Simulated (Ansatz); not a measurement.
F3Y (SMILES [F][Y]([F])[F]) moved off its minimum; all values from Ansatz (a quantum-chemistry and plane-wave program), cores frozen in correlated methods. Elements past Kr take the def2 small-core potentials, without spin–orbit coupling.
(charge 0, multiplicity 1)
```xyz
4

Y      0.02789     0.04022    -0.00569
F     -1.71426    -1.06604     0.03439
F     -0.04667     1.87761    -0.75392
F      1.71962    -0.79018     0.69083
```

Forces at r2SCAN/def2-TZVPP (eV/Å):

| atom | Fx | Fy | Fz |
|---|---|---|---|
| Y1 | -0.880 | -0.953 | 0.175 |
| F2 | 0.950 | 0.605 | -0.022 |
| F3 | 0.082 | 0.175 | -0.051 |
| F4 | -0.153 | 0.174 | -0.102 |

Problem. Give the forces (eV/Å), the total energy and the dipole at CCSD(T)/def2-TZVPPD.

Solution. 
```csv
atom,Fx,Fy,Fz
Y1,-0.920,-1.019,0.195
F2,0.492,0.314,-0.010
F3,0.057,0.789,-0.300
F4,0.371,-0.084,0.116
```
Energy -337.4695 hartree, dipole 0.69 D.
